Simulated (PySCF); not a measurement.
Al(Cl)2(SiMe3), SMILES C[Si](C)(C)[Al]([Cl])[Cl] (C3H9AlCl2Si), singlet (GFN2-xTB optimised geometry):

```
16

Al     0.806     1.266     0.000
Cl     2.849     1.266     0.000
Cl    -0.068     3.113     0.000
Si    -0.500    -0.801    -0.004
C     -2.219    -0.497    -0.800
C     -0.786    -1.482     1.770
C      0.404    -2.160    -1.014
H     -2.849    -1.381    -0.768
H     -2.743     0.302    -0.283
H     -2.117    -0.199    -1.840
H     -1.326    -0.762     2.379
H      0.161    -1.684     2.263
H     -1.359    -2.405     1.765
H      1.408    -2.317    -0.629
H      0.497    -1.871    -2.057
H     -0.115    -3.113    -0.978
```

Computed with PySCF with B3LYP/def2-TZVP.

Question: What are the frontier orbital energies and the dipole moment?

Answer: HOMO-2 -8.47 eV, HOMO-1 -8.43 eV, HOMO -7.38 eV, LUMO -1.69 eV, LUMO+1 -0.40 eV; dipole moment 2.17 D.

On the same geometry PBE/def2-TZVP run with PySCF 2.14.0 gives HOMO-2 -7.41 eV, HOMO-1 -7.37 eV, HOMO -6.45 eV, LUMO -2.26 eV, LUMO+1 -0.96 eV; dipole moment 2.22 D.

Meta-Löwdin charges at B3LYP/def2-TZVP: Al1 0.63, Cl2 -0.32, Cl3 -0.32, Si4 0.63, C5 -0.58, C6 -0.57, C7 -0.58, H8 0.12, H9 0.12, H10 0.12, H11 0.12, H12 0.12, H13 0.12, H14 0.12, H15 0.12, H16 0.12.
